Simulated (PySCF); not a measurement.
Electronic structure of V⁺ (vanadium, charge +1) at the UHF level

Configuration: [Ar] 3d4, high-spin 5D determinant. Computed with PySCF 2.14 in cc-pVDZ (6s5p3d1f, 43 functions), with no relativity, point nucleus.

| Quantity | Value |
| --- | --- |
| Total energy | -942.672782 hartree |
| One-electron energy | -1292.6558 hartree |
| Hartree (Coulomb) energy | 394.3331 hartree |
| Exchange energy | -44.3501 hartree |
| Kinetic energy | 942.97343 hartree |
| ⟨S²⟩ | 6.0012 |
| ⟨L²⟩ | 6.020 |
| Sum of ⟨r⟩ | 16.37 bohr |
| Sum of ⟨r²⟩ | 21.67 bohr² |
| Traceless quadrupole moment −½Σ⟨3z² − r²⟩ along its main axis | -0.881 e·bohr² |
| Density at the nucleus (Gaussians lack the cusp) | 8110 bohr⁻³ |
| Spin density at the nucleus | -0.301 bohr⁻³ |
| Langevin diamagnetic susceptibility | -17.2 ×10⁻⁶ cm³/mol |
| Time after the integrals | 0.24 s of wall time on 1 thread of Neoverse-N1 (shared host) |

```tsv
shell	electrons	mean orbital energy (hartree)	spread (hartree)	rms radius, mean of both spins (bohr)
1s α	1	-201.55813	0	0.0776
1s β	1	-201.55800	0	0.0776
2s α	1	-23.93932	0	0.335
2s β	1	-23.87204	0	0.335
2p α	3	-20.09261	0.00192	0.304
2p β	3	-20.02489	0.02133	0.304
3s α	1	-3.36705	0	1.04
3s β	1	-3.11681	0	1.04
3p α	3	-2.25513	0.03823	1.13
3p β	3	-1.94324	0.06114	1.13
3d α	4	-0.58269	0.05492	1.67
```
